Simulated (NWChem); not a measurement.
Species: 1-butanol (C4H10O); SMILES CCCCO

```xyz
15

C      0.3386    -2.5150     0.0000
C     -0.5083    -1.2379     0.0000
C      0.3387     0.0405     0.0000
C     -0.4993     1.3126     0.0000
O      0.3881     2.4258     0.0000
H      0.9855    -2.5606    -0.8847
H     -0.2909    -3.4122     0.0000
H      0.9855    -2.5606     0.8847
H     -1.1693    -1.2392     0.8786
H     -1.1693    -1.2392    -0.8786
H      0.9954     0.0577     0.8801
H      0.9954     0.0577    -0.8801
H     -1.1546     1.3270     0.8877
H     -1.1546     1.3270    -0.8877
H     -0.1460     3.2343     0.0000
```
Atoms are numbered in this order, from 1.

Geometry: optimised at B3LYP/6-31G* (spherical d).

Symmetry labels are those of Cs in the frame above (b1 and b2, or b-type labels, depend on it).

List the 6 lowest vertical singlet excitations from LRC-wPBEh/def2-SVP, TDA (NWChem).


```
state  energy (eV)  oscillator strength  symmetry  leading excitation (squared amplitude)
-----  -----------  -------------------  --------  --------------------------------------
S1            7.60                0.001        a"                      HOMO → LUMO (0.72)
S2            8.96                0.020        a"                    HOMO → LUMO+1 (0.43)
S3            9.53                0.006        a'                    HOMO−1 → LUMO (0.68)
S4            9.77                0.055        a'                    HOMO → LUMO+3 (0.86)
S5            9.96                0.000        a"                  HOMO−2 → LUMO+1 (0.56)
S6           10.07                0.047        a"                    HOMO → LUMO+2 (0.49)
```
